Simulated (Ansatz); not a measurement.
Two isomers of CH7FOSi2: A = `FC([SiH3])O[SiH3]`, B = `C[SiH2]O[SiH2]F`.

Program: Ansatz. Geometries: PBE0-D4/def2-TZVP. ΔE: electronic, gas phase. CBS: MP2 limit from def2 TZ/QZ plus the TZ coupled-cluster correction, frozen cores. DFT in def2-TZVPP. Each species was taken in one conformer, which may not be the lowest.

Q: Which is lower in electronic energy at CCSD(T)/CBS, and by how much? (Best estimate.)

A: The calculation gave: B, by 106.8 kcal/mol.

Q: Give E(B) − E(A) in kcal/mol with ωB97M-V, CCSD(T)/def2-TZVPP, MP2/def2-TZVPP, r2SCAN-D4, B2PLYP, PBE-D4, PBE0-D4. (Best estimate.)

A: Computed: ωB97M-V -103.6, CCSD(T)/def2-TZVPP -104.7, MP2/def2-TZVPP -109.4, r2SCAN-D4 -103.9, B2PLYP -105.2, PBE-D4 -97.0, PBE0-D4 -101.1. None reverses the order clearly.

Largest T1 diagnostic: 0.012.

From PBE to PBE0 (25 % exact exchange), in def2-TZVPP and without D4, E(B) − E(A) moves by −4.1 kcal/mol.
